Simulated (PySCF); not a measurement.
Job for PySCF: R-M06-2X/def2-TZVPP on CH3FSi (SMILES C[Si]F), a point of a torsion scan.

```python
from pyscf import gto, dft

mol = gto.M(
    atom='''
    C    -0.54739817   -0.01902690    0.01812028
    Si    1.15071285   -0.88956940   -0.10308997
    F     1.54647348   -0.78077335    1.49662113
    H    -0.78342791    0.29371297    1.03643519
    H    -1.34747012   -0.67543855   -0.32295491
    H    -0.57870346    0.86517331   -0.61791488
    ''',
    basis='def2-tzvpp',
    charge=0, spin=0, verbose=4, max_memory=1800)
mf = dft.RKS(mol, xc='m062x').density_fit(auxbasis='def2-universal-jkfit')
mf.grids.level = 4
mf.conv_tol = 1e-9
mf.max_cycle = 150
mf.kernel()
mf.dip_moment()
```

Program output:

```
PySCF version 2.14.0

[INPUT] verbose = 4
[INPUT] num. atoms = 6
[INPUT] num. electrons = 32
[INPUT] charge = 0
[INPUT] spin (= nelec alpha-beta = 2S) = 0
[INPUT] symmetry False subgroup None
[INPUT] Mole.unit = angstrom
[INPUT] Symbol           X                Y                Z      unit          X                Y                Z       unit  Magmom
[INPUT]  1 C     -0.547398170000  -0.019026900000   0.018120280000 AA   -1.034432622388  -0.035955629999   0.034242366500 Bohr   0.0
[INPUT]  2 Si     1.150712850000  -0.889569400000  -0.103089970000 AA    2.174532134518  -1.681042534794  -0.194811809490 Bohr   0.0
[INPUT]  3 F      1.546473480000  -0.780773350000   1.496621130000 AA    2.922411336103  -1.475447796859   2.828204047937 Bohr   0.0
[INPUT]  4 H     -0.783427910000   0.293712970000   1.036435190000 AA   -1.480464188240   0.555037072533   1.958578654962 Bohr   0.0
[INPUT]  5 H     -1.347470120000  -0.675438550000  -0.322954910000 AA   -2.546349487835  -1.276393873473  -0.610296330484 Bohr   0.0
[INPUT]  6 H     -0.578703460000   0.865173310000  -0.617914880000 AA   -1.093591046738   1.634940606183  -1.167689891493 Bohr   0.0

nuclear repulsion = 97.3656839241166
number of shells = 54
number of NR pGTOs = 203
number of NR cGTOs = 146
basis = def2-tzvpp
ecp = {}


******** <class 'pyscf.df.df_jk.DFRKS'> ********
method = DFRKS
initial guess = minao
damping factor = 0
level_shift factor = 0
DIIS = <class 'pyscf.scf.diis.CDIIS'>
diis_start_cycle = 1
diis_space = 8
diis_damp = 0
SCF conv_tol = 1e-09
SCF conv_tol_grad = None
SCF max_cycles = 150
direct_scf = False
XC library pyscf.dft.libxc version 7.1.2
    S. Lehtola, C. Steigemann, M. J. T. Oliveira, and M. A. L. Marques,  SoftwareX 7, 1–5 (2018)
XC functionals = m062x
    Y. Zhao and D. G. Truhlar,  Theor. Chem. Acc. 120, 215 (2008)
    Y. Zhao and D. G. Truhlar,  Theor. Chem. Acc. 120, 215 (2008)
radial grids:
    Treutler-Ahlrichs [JCP 102, 346 (1995); DOI:10.1063/1.469408] (M4) radial grids

becke partition: Becke, JCP 88, 2547 (1988); DOI:10.1063/1.454033
pruning grids: <function nwchem_prune>
grids dens level: 4
symmetrized grids: False
atomic radii adjust function: <function treutler_atomic_radii_adjust>
small_rho_cutoff = 0
Set gradient conv threshold to 3.16228e-05
Initial guess from minao.
tot grids = 133488
******** <class 'pyscf.df.df.DF'> ********
auxbasis = def2-universal-jkfit
init E= -429.224114992864
  HOMO = -0.239754688322265  LUMO = -0.0860309445871081  gap/eV = 4.18304
cycle= 1 E= -429.200390371981  delta_E= 0.0237  |g|= 0.553  |ddm|=  1.8
  HOMO = -0.272961537454691  LUMO = -0.0588134139014542  gap/eV = 5.82727
cycle= 2 E= -429.179152964964  delta_E= 0.0212  |g|= 0.724  |ddm|= 0.68
  HOMO = -0.286204108707963  LUMO = -0.0530142480622118  gap/eV = 6.34542
cycle= 3 E= -429.259453314598  delta_E= -0.0803  |g|= 0.0526  |ddm|= 0.321
  HOMO = -0.287720573600517  LUMO = -0.0495659802596009  gap/eV = 6.48052
cycle= 4 E= -429.259911229865  delta_E= -0.000458  |g|= 0.0267  |ddm|= 0.0476
  HOMO = -0.286132895651221  LUMO = -0.0486108649144441  gap/eV = 6.46330
cycle= 5 E= -429.260076259874  delta_E= -0.000165  |g|= 0.00368  |ddm|= 0.0234
  HOMO = -0.286597547014381  LUMO = -0.0489825657597223  gap/eV = 6.46583
cycle= 6 E= -429.260079695388  delta_E= -3.44e-06  |g|= 0.000676  |ddm|= 0.00384
  HOMO = -0.286491237599456  LUMO = -0.048902621500325  gap/eV = 6.46512
cycle= 7 E= -429.260079876936  delta_E= -1.82e-07  |g|= 0.000153  |ddm|= 0.00134
  HOMO = -0.286512564770469  LUMO = -0.0489232506954096  gap/eV = 6.46513
cycle= 8 E= -429.260079888956  delta_E= -1.2e-08  |g|= 3.14e-05  |ddm|= 0.0004
  HOMO = -0.286508128147688  LUMO = -0.048918091246243  gap/eV = 6.46515
cycle= 9 E= -429.260079889565  delta_E= -6.09e-10  |g|= 6.78e-06  |ddm|= 8.63e-05
  HOMO = -0.286508545161823  LUMO = -0.0489187763661931  gap/eV = 6.46515
Extra cycle  E= -429.260079889588  delta_E= -2.32e-11  |g|= 5.12e-06  |ddm|= 1.5e-05
converged SCF energy = -429.260079889588
Dipole moment(X, Y, Z, Debye): -1.12334,  0.34083, -1.14780
```

Self-consistency was reached.

Cost: roughly 17 core-seconds.
